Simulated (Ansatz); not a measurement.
Isolated molecules relaxed with PBE0-D4/def2-TZVP in Ansatz; ΔE leaves out vibrations. CCSD(T)/CBS is the MP2 limit (def2-TZVPP, def2-QZVPP) plus CCSD(T) − MP2 in def2-TZVPP, frozen cores. DFT in def2-TZVPP. Each species was taken in one conformer, which may not be the lowest.

Reaction (isomerisation): `NC([SiH3])[SiH2]Cl` → `CN([SiH3])[SiH2]Cl`

Problem. Is it downhill or uphill in electronic energy at CCSD(T)/CBS, and by how much? (Estimate.)

Solution. The calculation gave: Downhill: ΔE = -1.36 eV.

Problem. What do these levels give: PBE0-D4, ωB97M-V, MP2/def2-TZVPP, SCS-MP2/def2-TZVPP, CCSD(T)/def2-TZVPP, HF/def2-QZVPP? (Best estimate.)

Solution. Computed: PBE0-D4 -1.24, ωB97M-V -1.32, MP2/def2-TZVPP -1.41, SCS-MP2/def2-TZVPP -1.44, CCSD(T)/def2-TZVPP -1.37, HF/def2-QZVPP -1.58 eV.

Largest T1 diagnostic among the species: 0.011.

From PBE to PBE0 (25 % exact exchange), in def2-TZVPP and without D4, ΔE moves by −0.07 eV. In def2-TZVPP, CCSD(T) changes the Hartree–Fock value by +0.20 eV (the triples alone add +0.03 eV) and MP2 by +0.15 eV.
